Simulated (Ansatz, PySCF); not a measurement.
MoOF₃, SMILES [Mo]([F])([F])(=[O])[F] (connectivity only; charge and spin as stated), neutral, multiplicity 2. Atoms are numbered in the order given.

```xyz
5

Mo    -0.1966     0.0073     0.0000
O     -0.9442    -1.4784     0.0000
F      1.0856     0.0078     1.3418
F      1.0856     0.0078    -1.3418
F     -1.1454     1.5986     0.0000
```
Charge 0, spin multiplicity 2.

The structure is a stationary point at r2SCAN-D4/def2-SVP. The spin state was assumed, not searched. The isomer is the one that the SMILES or the coordinates give; other isomers of the formula were not compared. The def2 effective core potentials stand for the cores of Mo; spin–orbit coupling is left out.

Two levels are set side by side: PBE-D3(BJ)/def2-SVP (Ansatz, a first-principles code) and r2SCAN-D4/def2-SVP (Ansatz). Each level has its own optimised geometry; the coordinates shown are those of the second. Frequencies come from the Hessian of PySCF at each geometry. Differences are taken from unrounded values.

```
quantity                            r2SCAN-D4
----------------------------------  ---------
mean bond length (Å)                    1.807
bond Mo1–O2 (Å)                         1.663
bond Mo1–F3 (Å)                         1.856
bond Mo1–F4 (Å)                         1.856
bond Mo1–F5 (Å)                         1.853
highest harmonic wavenumber (cm⁻¹)       1066
mean harmonic wavenumber (cm⁻¹)           441
zero-point energy (kcal/mol)             5.68
```

Problem. What does PBE-D3(BJ) give, and how far is it from r2SCAN-D4? (The exact figures need the calculation; the answer reports its results.)

Solution. 
```
quantity                            PBE-D3(BJ)  PBE-D3(BJ) minus r2SCAN-D4
----------------------------------  ----------  --------------------------
mean bond length (Å)                     1.817                       0.010
bond Mo1–O2 (Å)                          1.673                       0.010
bond Mo1–F3 (Å)                          1.867                       0.011
bond Mo1–F4 (Å)                          1.867                       0.011
bond Mo1–F5 (Å)                          1.861                       0.009
highest harmonic wavenumber (cm⁻¹)        1036                         -31
mean harmonic wavenumber (cm⁻¹)            431                         -10
zero-point energy (kcal/mol)              5.55                       -0.13
```
